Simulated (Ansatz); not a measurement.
Reaction (ligand exchange at the As–C bond): `CC([SiH3])[AsH2]` + `S[S][GeH3]` → `[GeH3][S]S[AsH2]` + `CC[SiH3]`

Computed with Ansatz on PBE0-D4/def2-TZVP structures; ΔE is electronic, products minus reactants. CCSD(T)/CBS adds triple-zeta CCSD(T) − MP2 to the extrapolated MP2 energy (def2 sets, frozen cores). DFT in def2-TZVPP. B3LYP here is the variant with VWN-RPA as its local correlation; programs differ in this. For As, Ge outer-core shells are correlated without core-valence functions, which leaves a few kJ/mol of doubt a bond. Scalar relativity is left out up to krypton. Each species was taken in one conformer, which may not be the lowest.

Is it downhill or uphill in electronic energy at CCSD(T)/CBS, and by how much? (Best estimate.)

Computed: Downhill: ΔE = -48.5 kJ/mol.

What do these levels give: PBE-D4, revPBE-D4, B3LYP-D4, r2SCANh-D4, BHLYP-D4, CAM-B3LYP-D4, B2PLYP, PBE-QIDH, PBE, BHLYP, RPA@PBE/def2-TZVPP, HF/def2-TZVPP? (Best estimate.)

Computed: PBE-D4 -60.0, revPBE-D4 -58.9, B3LYP-D4 -59.8, r2SCANh-D4 -56.1, BHLYP-D4 -57.4, CAM-B3LYP-D4 -54.0, B2PLYP -55.6, PBE-QIDH -50.8, PBE -61.1, BHLYP -57.5, RPA@PBE/def2-TZVPP -41.2, HF/def2-TZVPP -55.4 kJ/mol.

Largest T1 diagnostic among the species: 0.013.

In def2-TZVPP, CCSD(T) changes the Hartree–Fock value by +11.1 kJ/mol (the triples alone add −0.4 kJ/mol) and MP2 by +10.4 kJ/mol. From BLYP to BHLYP (50 % exact exchange), in def2-TZVPP and without D4, ΔE moves by +7.6 kJ/mol. At CCSD(T), def2-SVP lies +3.4 kJ/mol from the extrapolated value and def2-TZVPP +4.3 kJ/mol.
